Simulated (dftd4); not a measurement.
C2H7N, charge +1, doublet, geometry from GFN2-xTB (a state made from the parent by changing its charge; the spin is typed, not shown lowest); D4 for b97d run with dftd4.

Here is a job for dftd4.
```
$ dftd4 mol.xyz --func b97d --charge 1 --json dftd4.json --noedisp --grad

# file mol.xyz
10

C      1.21345303     0.27761551     0.17430656
N      0.03751869    -0.26276197    -0.35002414
C     -1.24784022    -0.03678500     0.14650277
H      1.92869828    -0.51779860     0.43796710
H      1.01682614     0.90235343     1.04484140
H      1.75201387     0.86309442    -0.58857406
H      0.12435315    -0.87090672    -1.16013127
H     -1.73453079    -0.98553706     0.42546873
H     -1.90726403     0.36768397    -0.63793418
H     -1.23640431     0.63546126     1.00367526
```

### Question
Write the output that dftd4 gives for this input, abridged.

### Answer

```
                    ____  _____ _____     ____  _  _
      -------------|  _ \|  ___|_   _|---|  _ \| || |------------
     |             | | | | |_    | | ___ | | | | || |_           |
     |             | |_| |  _|   | ||___|| |_| |__   _|          |
     |             |____/|_|     |_|     |____/   |_|            |
     |             ===================================           |
     |            E. Caldeweyher, S. Ehlert & S. Grimme          |
     |          Mulliken Center for Theoretical Chemistry        |
     |                    University of Bonn                     |
      -----------------------------------------------------------

Rational (Becke-Johnson) damping: b97d-D4-ATM
---------------------
  s6         1.0000
  s8         1.6946
  s9         1.0000
  a1         0.2890
  a2         4.1341
 alp        16.0000
--------------------

Dispersion energy:      -1.4126266528178E-02 Eh

Gradient norm:           1.4447796875854E-03 Eh/a0
--------------------------------------------------
     #    Z           dE/dx      dE/dy      dE/dz
--------------------------------------------------
     1    6 C     8.824E-04  1.491E-04  5.623E-05
     2    7 N     8.756E-06 -6.132E-05 -8.169E-05
     3    6 C    -8.924E-04 -7.895E-05  3.716E-05
     4    1 H     2.095E-04 -2.113E-05  4.547E-05
     5    1 H     2.300E-04  1.197E-04  1.239E-04
     6    1 H     1.985E-04  8.244E-05 -3.184E-05
     7    1 H     2.916E-05 -2.042E-04 -2.720E-04
     8    1 H    -1.997E-04 -7.408E-05  4.298E-05
     9    1 H    -2.105E-04  2.794E-05 -3.639E-05
    10    1 H    -2.557E-04  6.058E-05  1.162E-04
--------------------------------------------------

Virial:
--------------------------------------------------
      component           x          y          z
--------------------------------------------------
          x       8.009E-03  9.021E-04 -1.124E-05
          y       9.021E-04  1.040E-03  6.643E-04
          z      -1.124E-05  6.643E-04  1.296E-03
--------------------------------------------------

[Info] Dispersion results written to 'dftd4.txt'
[Info] JSON dump of results written to 'dftd4.json'
```
